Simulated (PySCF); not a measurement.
**Nb²⁺ (niobium, charge +2) across methods**

[Kr] 4d2 5p1, one real determinant (an excited configuration). Calculation: PySCF 2.14, in x2c-QZVPPall; the spin-free X2C one-electron Hamiltonian (Gaussian nucleus).

```
method  E (hartree)  mean ε 4p β (eV)  mean ε 4d α (eV)  mean ε 5p α (eV)  Σ⟨r²⟩ (bohr²)   ⟨S²⟩
   UHF  -3816.28537           -63.658           -29.712           -16.307          40.70  3.755
r2SCAN     -3818.30           -56.348           -24.275           -14.600          39.72  3.752
 TPSSh     -3818.17           -56.667           -24.636           -14.713          39.65  3.751
   LDA     -3813.69           -55.720           -23.763           -14.672          39.48  3.750
  TPSS     -3818.16           -55.743           -23.993           -14.497          39.60  3.751
  PBE0     -3817.99           -57.875           -25.491           -15.132          39.70  3.751
   PBE     -3817.91           -55.495           -23.849           -14.595          39.56  3.751
   M06     -3818.31           -58.216           -24.876           -15.007          39.74  3.750
```

⟨L²⟩ = 14.04 against 20 for a pure G term, so this real determinant mixes terms.
